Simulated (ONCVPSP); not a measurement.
# Reading a pseudo-wave (phosphorus)

Columns: radius, all-electron u(r) and pseudo u(r) of the 2s shell (level -173.14 eV) of phosphorus in the configuration [He] 2s2 2p6 3s2 3p3; LDA (Perdew-Zunger), scalar-relativistic, ONCV scheme, ONCVPSP 4.0.1.

| r (bohr) | all-electron | pseudo |
| --- | --- | --- |
| 0.042 | -0.6482 | 0.1855 |
| 0.085 | -0.5389 | 0.3750 |
| 0.128 | -0.1442 | 0.5626 |
| 0.170 | 0.2921 | 0.7409 |
| 0.212 | 0.6814 | 0.9094 |
| 0.255 | 0.9945 | 1.0650 |
| 0.298 | 1.2158 | 1.1960 |
| 0.340 | 1.3522 | 1.2943 |
| 0.382 | 1.4218 | 1.3586 |
| 0.425 | 1.4395 | 1.3880 |
| 0.467 | 1.4175 | 1.3830 |
| 0.510 | 1.3663 | 1.3474 |
| 0.552 | 1.2969 | 1.2886 |
| 0.595 | 1.2137 | 1.2112 |
| 0.638 | 1.1238 | 1.1232 |
| 0.680 | 1.0336 | 1.0334 |
| 0.722 | 0.9440 | 0.9438 |
| 0.765 | 0.8550 | 0.8548 |
| 0.807 | 0.7722 | 0.7720 |
| 0.850 | 0.6925 | 0.6924 |
| 0.892 | 0.6203 | 0.6202 |
| 0.935 | 0.5523 | 0.5522 |
| 0.977 | 0.4916 | 0.4915 |
| 1.020 | 0.4352 | 0.4351 |
| 1.062 | 0.3855 | 0.3854 |
| 1.105 | 0.3398 | 0.3397 |

Task: How many radial nodes do the two functions have?

Result: The all-electron 2s function has n − l − 1 = 1; the pseudo-wave has 0, since the states of the same l below it are removed with the core.

Task: At about which radius was the pseudo-wave matched?

Result: 0.70 bohr, where the columns begin to agree (steps of 0.04 bohr).

Task: Where does each function peak?

Result: Outermost all-electron maximum near 0.42 bohr, pseudo maximum near 0.42 bohr (to the table’s step).

Task: Is the pseudo-wave norm-conserving?

Result: Yes: the ONCV scheme keeps the norm inside the radius equal to the all-electron one, which fixes the energy derivative of the logarithmic derivative at the level.
